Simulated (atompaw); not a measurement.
## u(r) = r·R(r): atom against pseudo-atom (magnesium (Mg))

Columns: radius, all-electron u(r) and pseudo u(r) of the 2s shell (level -79.30 eV) of magnesium in the configuration [He] 2s2 2p6 3s2 3p0; PBEsol, non-relativistic, PAW (atompaw) scheme, atompaw 4.2.0.5.

| r (bohr) | all-electron | pseudo |
| --- | --- | --- |
| 0.046 | 0.5183 | -0.1501 |
| 0.092 | 0.5150 | -0.2973 |
| 0.138 | 0.2824 | -0.4391 |
| 0.185 | -0.0333 | -0.5755 |
| 0.231 | -0.3406 | -0.6985 |
| 0.277 | -0.6104 | -0.8089 |
| 0.323 | -0.8293 | -0.9052 |
| 0.369 | -0.9952 | -0.9861 |
| 0.415 | -1.1120 | -1.0507 |
| 0.462 | -1.1874 | -1.0995 |
| 0.508 | -1.2254 | -1.1306 |
| 0.554 | -1.2350 | -1.1456 |
| 0.600 | -1.2225 | -1.1456 |
| 0.646 | -1.1932 | -1.1319 |
| 0.692 | -1.1516 | -1.1059 |
| 0.738 | -1.1014 | -1.0696 |
| 0.785 | -1.0442 | -1.0240 |
| 0.831 | -0.9848 | -0.9730 |
| 0.877 | -0.9239 | -0.9177 |
| 0.923 | -0.8629 | -0.8600 |
| 0.969 | -0.8027 | -0.8016 |
| 1.015 | -0.7442 | -0.7439 |
| 1.062 | -0.6866 | -0.6866 |
| 1.108 | -0.6331 | -0.6331 |
| 1.154 | -0.5823 | -0.5823 |
| 1.200 | -0.5344 | -0.5344 |

Problem. How many radial nodes do the two functions have?

Solution. The all-electron 2s function has n − l − 1 = 1; the pseudo-wave has 0, since the states of the same l below it are removed with the core.

Problem. Is the pseudo-wave norm-conserving?

Solution. No, it belongs to a PAW set: the norm inside the radius is not constrained, and the difference is carried by the augmentation charge.
